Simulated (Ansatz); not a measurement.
Basis sets compared for the cluster Cu2Te (the lowest singlet isomer of a short search). The state is a singlet with charge 0. Geometry B3LYP-D4/def2-TZVP. Ansatz on 2 threads of AMD EPYC 7R13 on a shared host; times are rough, and most runs start from earlier orbitals.

```xyz
3

Cu    0.771   -0.217   -1.250
Cu   -0.347   -1.044    0.997
Te   -0.423    1.261    0.253
```

In the def2 sets Te takes a core potential; there is no spin–orbit coupling. The structure comes from a short search, and lower isomers may exist.

Binding counts from free atoms (Cu doublet, Te triplet) in the same basis, without a counterpoise term.

```csv
level,functions,energy (Eh),HOMO (eV),LUMO (eV),binding per atom (eV),wall time
PBE-D4/def2-SVP,88,-3548.1385,-4.16,-3.01,2.04,2.1 s
PBE-D4/def2-TZVP (with forces),140,-3548.6614,-4.63,-3.40,1.81,3.1 s
r2SCAN-D4/def2-TZVP,140,-3549.2193,-4.73,-3.20,1.77,4.7 s
PBE0-D4/def2-SVP,88,-3548.1642,-5.08,-2.22,1.82,2.7 s
PBE0-D4/def2-TZVP,140,-3548.6654,-5.45,-2.56,1.65,5.5 s
```

(1) Estimate the rows for PBE-D4/def2-TZVPD, r2SCAN-D4/def2-TZVPD, PBE0-D4/def2-TZVPD.

Results:

(1) 
```csv
level,functions,energy (Eh),HOMO (eV),LUMO (eV),binding per atom (eV),wall time
PBE-D4/def2-TZVPD,155,-3548.6630,-4.69,-3.46,1.82,2.9 s
r2SCAN-D4/def2-TZVPD,155,-3549.2207,-4.77,-3.26,1.78,5 s
PBE0-D4/def2-TZVPD,155,-3548.6668,-5.50,-2.64,1.67,4.2 s
```
